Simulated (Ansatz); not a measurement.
`CC(C)(C#N)C#N` + CH₃OH → `COC(C)(C)C#N` + `C#N`  (substitution at a C–C bond)

Program: Ansatz. Geometries: PBE0-D4/def2-TZVP. ΔE: electronic, gas phase. CBS: MP2 limit from def2 TZ/QZ plus the TZ coupled-cluster correction, frozen cores. This one scheme is used for every species. Functionals use def2-TZVPP. One conformer a species, not always the lowest.

| level | ΔE (kJ/mol) |
| --- | --- |
| CAM-B3LYP-D4 | 24.9 |
| BLYP | 32.1 |
| MP2/def2-TZVPP | 34.1 |
| SCS-MP2/def2-QZVPP | 33.9 |

Q: What does CCSD(T)/CBS give? (Estimate.)

A: Ansatz gave: +27.9 kJ/mol. The listed levels differ from it by -3.0, 4.2, 6.2, 6.0 kJ/mol.

Q: What do rigid-rotor, harmonic-oscillator terms from PBE0-D4/def2-TZVP frequencies (298.15 K, 1 bar) make of the CCSD(T)/CBS value? (An estimate is asked.)

A: Computed: ΔZPE = -3.3 kJ/mol, ΔH = +24.6 kJ/mol, ΔS = -17 J/(mol·K), ΔG = +29.6 kJ/mol.

Largest T1 diagnostic among the species: 0.014.

Leaving LDA and LC-ωPBE aside and taking each functional with its dispersion term where it has one, the values, not all of them listed here, spread over 9.6 kJ/mol, from CAM-B3LYP-D4 to PBE-QIDH. LDA lies −11.2 kJ/mol from PBE without D4. The D4 term adds −4.6 kJ/mol with B3LYP and −2.6 kJ/mol with PBE0; it sums over pairs of atoms, weighted by their polarisabilities, and B3LYP, whose exchange is more repulsive, gets the larger term.

B3LYP here is the variant with VWN-RPA as its local correlation; programs differ in this.
